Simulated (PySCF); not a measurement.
Species: C6H6F3O (doublet state).
Z-matrix (Å and degrees, GFN2-xTB geometry), rows numbered from 1:
```
F 
C   1  1.3438
F   2  1.3412  1  106.33
F   2  1.3398  1  106.47  3   113.40
C   2  1.5226  1  111.88  3  -123.46
C   5  1.4911  2  111.07  1  -179.79
C   6  1.3466  5  127.75  2    95.69
O   7  1.3442  6  113.03  5  -178.86
C   8  1.3574  7  107.77  6    -0.83
C   9  1.4857  8  111.39  7     2.12
H   5  1.0914  2  106.98  1   -58.49
H   5  1.0924  2  107.19  1    58.78
H   7  1.0733  6  130.28  5     1.58
H   9  1.0678  8  117.76  7   171.51
H  10  1.1022  6  112.68  5    59.54
H  10  1.1017  6  112.48  5   -59.92
```

The hyperfine couplings belong to this conformer and change with its torsions.

As a line formula: `FC(F)(F)CC1=CO[CH]C1` [radical].

Theory: UKS B3LYP, pcH-1 on C F H O, non-relativistic, mean-field spin-orbit, GIAO in PySCF 2.14.0. Geometry: GFN2-xTB, one conformer, isolated molecule. A GFN2-xTB geometry isn't a minimum of the functional, and hyperfine couplings can be far from their values at a DFT geometry. The SCF solution wasn't tested for stability.

(1) Where do the isotropic ENDOR lines of C9, C10, C6, C2, C7, C5, F1/F3/F4, H15/H16, H14 and H11/H12 fall at 348.3 mT, to first order?

(2) Which pairs are centred on the nuclear Larmor frequency, and which on half the coupling?

## Answers

(1) For S = 1/2 in fast tumbling each set of equivalent nuclei gives two lines, ν± = |νn ± a/2| to first order, with νn = g_N μN B/h and μN/h = 7.62259 MHz/T.

```csv
nuclei,isotope,g_N,νn (MHz),a_iso (MHz),lower line (MHz),upper line (MHz)
C9,13C,1.4048,3.73,95.08,43.81,51.27
C10,13C,1.4048,3.73,-39.69,16.12,23.58
C6,13C,1.4048,3.73,10.58,1.56,9.02
C2,13C,1.4048,3.73,8.27,0.40,7.86
C7,13C,1.4048,3.73,-8.17,0.36,7.82
C5,13C,1.4048,3.73,-3.98,1.74,5.72
F1/F3/F4,19F,5.2577,13.96,2.76,12.58,15.34
H15/H16,1H,5.5857,14.83,161.47,65.91,95.57
H14,1H,5.5857,14.83,-58.87,14.61,44.27
H11/H12,1H,5.5857,14.83,2.97,13.34,16.32
```

The rows for 13C, of low natural abundance, apply to labelled samples.

(2) Centred on νn, since |a| < 2νn: C5, F1/F3/F4 and H11/H12. Centred on |a|/2 and split by 2νn: C9, C10, C6, C2, C7, H15/H16 and H14.

Class means assume fast exchange of nuclei equivalent by connectivity; if that motion is slow, each nucleus keeps its own coupling. The three 19F nuclei of mean +2.8 MHz run from -0.3 to 6.4 MHz in the frozen geometry.

The largest Mulliken spin populations are on C9 (+0.88), C6 (+0.10), C10 (-0.10) and O8 (+0.07). C9 is the only atom above +0.15. The angles at C9 add up to 358.9°, so it is planar; its axial dipolar tensor and the negative coupling of its proton fit spin in a p orbital normal to that plane.
